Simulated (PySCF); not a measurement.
Mo(O)2(Cl)(OMe) (CH₃ClMoO₃), SMILES C[O][Mo](=[O])(=[O])[Cl], multiplicity 1. Heavy atoms are numbered as in [Mo:1](=[O:2])(=[O:3])([Cl:4])[O:5][CH3:6]. Hydrogens are named by the atom that carries them.

Geometry optimised at B3LYP-D3(BJ)/def2-SVP. The spin state was assumed, not searched. The def2 effective core potentials stand for the cores of Mo; spin–orbit coupling is left out. One conformer was computed; it need not be the lowest.

Computed with PBE/def2-TZVP in PySCF.

Atomic charges (e), one atom of each kind:

| atom | Mulliken | Löwdin |
|---|---|---|
| Mo1 | 1.53 | … |
| O2 | -0.49 | … |
| Cl4 | -0.33 | 0.07 |
| O5 | -0.48 | -0.05 |
| C6 (CH3) | -0.18 | -0.35 |
| H on C6 | 0.14 | … |

Question: What belongs in the gaps? (Estimate from the structure and the level; the computed values follow.)

Answer: 
- Mo1, Löwdin: 0.44
- O2, Löwdin: -0.24
- H on C6, Löwdin: 0.12
